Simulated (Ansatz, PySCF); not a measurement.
Molecule: sum formula BN₂H₅, net charge 0, singlet state. SMILES: B(N)N
Structure (B3LYP-D3(BJ)/def2-TZVP (Ansatz, an electronic-structure program) minimum search):
```xyz
8

B     -0.0373    -0.2294     0.4415
N     -1.2201     0.2041    -0.1962
N      1.2464    -0.0420    -0.1157
H     -0.1267    -0.7790     1.4993
H     -1.2476     0.6744    -1.0851
H     -2.1264     0.0644     0.2112
H      1.4236     0.4079    -0.9979
H      2.0791    -0.3552     0.3484
```

Wanted: atomisation energy (electronic, to ground-state atoms); the coupled-cluster value holds the core correlation from cc-pwCVTZ, in kcal/mol. Valence correlation only, unless marked. UHF or UKS for open shells. No spin-orbit coupling. No relativistic terms. Basis-set limits of correlation are two-point, X^-3; Hartree-Fock from the larger set.

Level to compare with: CCSD(T)/CBS(cc-pVTZ,cc-pVQZ) plus the core term (Ansatz), 707.2 kcal/mol. It is a level with limits of its own, and the differences hold the functionals' basis error too.

Q: Rank these functionals by how close they come to CCSD(T)/CBS(cc-pVTZ,cc-pVQZ), closest first: M06-2X/def2-TZVPD (PySCF); SVWN5/def2-TZVPD (Ansatz); B3LYP/def2-TZVPD (Ansatz); r2SCAN0/def2-TZVPD (Ansatz).

A: M06-2X/def2-TZVPD (hybrid meta-GGA, 707.8 kcal/mol, difference 0.6), B3LYP/def2-TZVPD (global hybrid, 710.8 kcal/mol, difference 3.6), r2SCAN0/def2-TZVPD (hybrid meta-GGA, 693.1 kcal/mol, difference -14.1), SVWN5/def2-TZVPD (LDA, 806.8 kcal/mol, difference 99.6)
